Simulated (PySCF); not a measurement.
Computed IR spectrum (relative IR intensity) of a molecule C12H10. The structure is a stationary point at B3LYP-D3(BJ)/def2-SVP. Other conformers were not sampled. Computed with B3LYP-D3(BJ)/def2-SVP (PySCF). Frequencies are harmonic and unscaled.

```tsv
ν (cm⁻¹)	relative intensity
501	10
566	3.8
625	14
720	14
724	100
764	88
811	6.0
937	4.4
1030	8.6
1067	6.1
1103	17
1307	5.5
1463	16
1492	2.2
1515	57
1626	7.6
1664	22
3172	11
3180	14
3187	41
3192	9.8
3196	59
3200	43
```

Q: Which structure fits?
A. C#C/C(=C\C=C)c1ccccc1
B. c1ccc(-c2ccccc2)cc1
C. C=Cc1ccc2ccccc2c1
D. C#CC(=C)/C=C/c1ccccc1

A: B, c1ccc(-c2ccccc2)cc1
